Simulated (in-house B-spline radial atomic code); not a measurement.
A fraction x of an electron is added to 5p in neutral antimony, starting from [Kr] 4d10 5s2 5p3 and keeping the highest spin. All numbers are computed (scalar-relativistic (X2C) revTPSS, spin-polarised, spherical fractional occupations; Fermi nucleus of rms radius 4.6802 fm) with a radial B-spline atomic code at the basis-set limit, not measured.

```tsv
x	E(x) - E(0) (eV)	5p down level (eV)
0	0.0000	-
0.1	-0.3197	-2.895
0.2	-0.5798	-2.312
0.3	-0.7830	-1.755
0.4	?	?
0.5	?	?
0.6	-1.0734	-0.210
```

(1) What belongs in the row x = 0.4?

(2) What belongs in the row x = 0.5?

(3) Check Janak's theorem between x = 0.1 and 0.2.

(4) Up to what added charge does this functional bind the extra electron?

Results:

(1) An energy change of -0.9316 eV; 5p down at -1.220 eV.

(2) An energy change of -1.0278 eV; 5p down at -0.705 eV.

(3) The slope of the energy is -2.60 eV; the orbital levels give -2.60 eV (ε of the filling orbital, averaged over the two points).

(4) The highest level rises by about 5 eV per electron near x = 0.6 and would reach zero near x = 0.64, so a whole extra electron isn't bound at the basis-set limit.
